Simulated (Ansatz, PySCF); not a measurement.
This Ansatz (a program for electronic structure) input computes a r2SCAN/def2-TZVPD energy:

Ansatz 0.2 input:
```yaml
crystal:
  periodic: [false, false, false]
  atoms:
    - {symbol: Sn, position_ang: [-0.00000000, -0.00000000, -1.30503926]}
    - {symbol: Sn, position_ang: [0.00000000, 0.00000000, 1.24518022]}
    - {symbol: H, position_ang: [0.00000000, 0.00000000, 2.99295211]}
basis:
  gaussian:
    orbitals: def2-TZVPD
hamiltonian:
  xc: {name: r2SCAN}
total_charge: -1
output: {forces: true}
```

Write an input for the same energy in PySCF and say what it gives.


```python
from pyscf import gto, scf, dft

mol = gto.M(
    atom='''
    Sn   -0.00000000   -0.00000000   -1.30503926
    Sn    0.00000000    0.00000000    1.24518022
    H     0.00000000    0.00000000    2.99295211
    ''',
    basis='def2-tzvpd',
    ecp='def2-tzvp',
    charge=-1,
    spin=0,
    verbose=4,
)

mf = dft.RKS(mol, xc='r2scan').density_fit(auxbasis='def2-universal-jkfit')
mf.grids.level = 4
mf.conv_tol = 1e-9
mf.max_cycle = 100
mf.max_memory = 1500
mf.kernel()
if not mf.converged:
    mf = mf.newton()
    mf.kernel(mf.make_rdm1())
mf.analyze()
```
It gives -429.40526 Eh, and Ansatz -429.40520 Eh, a difference of 0.06 mEh, from the treatment of integrals and grids.

It need not be the lowest isomer of its formula. Whether it binds its extra electron was not tested at this geometry.
